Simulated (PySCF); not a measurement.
Isomers of C6H2F4. Method: PBE0-D3(BJ)/def2-SVP geometry optimisation, gas phase (PySCF 2.14.0). Energies are electronic, without zero-point or thermal terms, for one conformer each. No frequencies were run at this level. Point groups hold within 0.08 Å.

Task: Order them by energy at this level, lowest first, and give relative energies in kcal/mol.
A. 1,2,4,5-tetrafluorobenzene, `Fc1cc(F)c(F)cc1F`
B. `FC1=C(F)C(F)=C(F)C=C1`
C. `c1c(F)c(F)c(F)cc1F`

Result: C (0.0), A (0.6), B (3.9).

Neighbours under 2.5 kcal/mol apart (Fc1cc(F)c(F)c(F)c1 and Fc1cc(F)c(F)cc1F) can change places with a better method, another conformer or zero-point energy.

| SMILES | E (Eh) | E rel (kcal/mol) | dipole (D) | point group | A, B, C (MHz) |
| --- | --- | --- | --- | --- | --- |
| Fc1cc(F)c(F)c(F)c1 | -628.07777 | 0.0 | 1.27 | C2v | 1763, 1245, 729.9 |
| Fc1cc(F)c(F)cc1F | -628.07682 | 0.6 | 0.00 | D2h | 2287, 1031, 710.6 |
| Fc1ccc(F)c(F)c1F | -628.07156 | 3.9 | 2.22 | C2v | 2100, 1198, 762.9 |

Task: How do the relative energies change in single points at PBE0/pcSseg-1 (no added dispersion term) on the same geometries?

Result: 
| SMILES | PBE0-D3(BJ)/def2-SVP (kcal/mol) | PBE0/pcSseg-1 (kcal/mol) | shift |
| --- | --- | --- | --- |
| Fc1cc(F)c(F)c(F)c1 | 0.0 | 0.0 | 0.0 |
| Fc1cc(F)c(F)cc1F | 0.6 | 0.5 | -0.1 |
| Fc1ccc(F)c(F)c1F | 3.9 | 3.8 | -0.1 |

Each column counts from its own lowest isomer. The order is unchanged; the largest shift is 0.1 kcal/mol.

Task: As an exercise, what shares would exp(−E/RT) give at 298.15 K from these electronic energies alone (no entropy, no degeneracies)?

Result: RT = 0.592 kcal/mol: Fc1cc(F)c(F)c(F)c1 73.2 %, Fc1cc(F)c(F)cc1F 26.7 %, Fc1ccc(F)c(F)c1F 0.1 %.
